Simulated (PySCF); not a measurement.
## How methods differ on the excitation energy of I

I [Kr] 4d10 5s2 5p5 (2P) → I [Kr] 4d10 5s1 5p6 (2S), as a difference of total energies. All numbers are calculated (PySCF 2.14, scalar relativity through the core potential, in aug-cc-pV5Z-PP with ECP28MDF (8s8p6d4f3g2h, 139 functions)). Correlated levels: valence: 4s2 4p6 4d10 frozen. The calculations carry no spin-orbit coupling.

```
           method  excitation energy (eV)
              UHF                  12.734
              LDA                  10.504
              PBE                  10.477
             PBE0                  11.056
           r2SCAN                  10.879
        BHandHLYP                  11.618
           B2PLYP                  10.890
            B3LYP                  10.938
    MP2 (valence)                  10.921
SCS-MP2 (valence)                  10.719
```

**Question.** How much does correlation contribute at MP2 (valence)?

**Answer.** 10.921 − (12.734) = -1.813 eV, measured against UHF.

The upper state lies above the first ionisation limit, where it may autoionise and the basis confines it.
